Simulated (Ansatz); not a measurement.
Isolated molecules relaxed with PBE0-D4/def2-TZVP in Ansatz; ΔE leaves out vibrations. CCSD(T)/CBS adds triple-zeta CCSD(T) − MP2 to the extrapolated MP2 energy (def2 sets, frozen cores). Functionals use def2-TZVPP. B3LYP here is the variant with VWN-RPA as its local correlation; programs differ in this. Each species was taken in one conformer, which may not be the lowest.

`BCB(C)O` + `O[SiH](F)[SiH3]` → `B[Si](O)(F)[SiH3]` + `CB(C)O`  (formal exchange of groups at a B–C bond)

| level | ΔE (kJ/mol) | difference from CCSD(T)/CBS |
| --- | --- | --- |
| PBE-D4 | 41.9 | -4.8 |
| r2SCAN-D4 | 46.8 | 0.1 |
| PBE0-D4 | 43.5 | -3.2 |
| B3LYP-D4 | 44.1 | -2.6 |
| ωB97X-V | 45.5 | -1.2 |
| ωB97M-V | 50.5 | 3.8 |
| B2PLYP | 47.5 | 0.8 |
| PBE | 41.8 | -4.9 |
| r2SCAN | 46.8 | 0.1 |
| PBE0 | 43.6 | -3.1 |
| B3LYP | 44.1 | -2.6 |
| HF/def2-TZVPP | 44.9 | -1.8 |
| MP2/def2-TZVPP | 54.1 | 7.4 |
| SCS-MP2/def2-TZVPP | 51.1 | 4.4 |
| CCSD/def2-TZVPP | 46.0 | -0.7 |
| CCSD(T)/def2-TZVPP | 47.0 | 0.3 |
| HF/def2-QZVPP | 45.7 | -1.0 |
| MP2/def2-QZVPP | 54.2 | 7.5 |
| SCS-MP2/def2-QZVPP | 51.1 | 4.4 |
| HF/CBS(def2) | 45.8 | -0.9 |
| MP2/CBS(def2) | 53.8 | 7.1 |
| CCSD/CBS(def2) | 45.7 | -1.0 |
| CCSD(T)/CBS | 46.7 | 0 |

Largest T1 diagnostic among the species: 0.013.
